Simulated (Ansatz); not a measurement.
`C[Si](O)(F)Cl` + HBr → `C[Si](O)(Cl)Br` + H–F at 600 K and 1 bar (ligand exchange at the Si–F bond).

Program: Ansatz. Geometries: PBE0-D4/def2-TZVP. ΔE: electronic, gas phase. CBS: MP2 limit from def2 TZ/QZ plus the TZ coupled-cluster correction, frozen cores. This one scheme is used for every species. For Br outer-core shells are correlated without core-valence functions, which leaves a few kJ/mol of doubt a bond. Scalar relativity is left out up to krypton. Each species was taken in one conformer, which may not be the lowest.

```json
{"species": "`C[Si](O)(F)Cl`", "CCSD(T)/CBS energy (Eh)": "-964.48585", "H − E (kJ/mol)": "207.4", "S (J/(mol·K))": "433.4"}
{"species": "HBr", "CCSD(T)/CBS energy (Eh)": "-2573.91920", "H − E (kJ/mol)": "33.5", "S (J/(mol·K))": "219.1"}
{"species": "`C[Si](O)(Cl)Br`", "CCSD(T)/CBS energy (Eh)": "-3437.98992", "H − E (kJ/mol)": "205.7", "S (J/(mol·K))": "459.3"}
{"species": "H–F", "CCSD(T)/CBS energy (Eh)": "-100.39570", "H − E (kJ/mol)": "42.3", "S (J/(mol·K))": "194.0"}
```

H − E and S are ideal-gas, rigid-rotor, harmonic terms from PBE0-D4/def2-TZVP, for one conformer and one mirror image of each species. 1 Eh = 2625.50 kJ/mol, R = 8.31446 J/(mol·K).

**Question.** By hand: ΔE, ΔH, ΔS and ΔG.

**Answer.** ΔE = (-3437.98992) + (-100.39570) − (-964.48585) − (-2573.91920) = 0.01943 Eh = 51.0 kJ/mol. Δ(H − E) = 205.7 + 42.3 − 207.4 − 33.5 = 7.1, so ΔH = 58.1 kJ/mol. ΔS = 459.3 + 194.0 − 433.4 − 219.1 = 0.8 J/(mol·K). ΔG = 58.1 − 600 × (0.8)/1000 = 57.6 kJ/mol.

**Question.** By hand: the equilibrium constant, and the temperature at which ΔG would vanish if ΔH and ΔS stayed fixed.

**Answer.** log₁₀ K = −ΔG/(RT ln 10) = -5.0. ΔG = 0 at ΔH/ΔS = 72625 K, far beyond where these terms or the molecules hold.

The number of gas molecules stays the same, so ΔS is small and ΔH decides. A doubt of 5 kJ/mol in ΔE shifts log₁₀ K by 0.4 here. Other conformers and mirror images would add mixing entropy, several J/(mol·K) or more a flexible species. These are equilibria of isolated gas molecules and say nothing of rates. Largest T1 diagnostic: 0.010 (customary marks: 0.02 for closed shells, 0.045 for open ones).
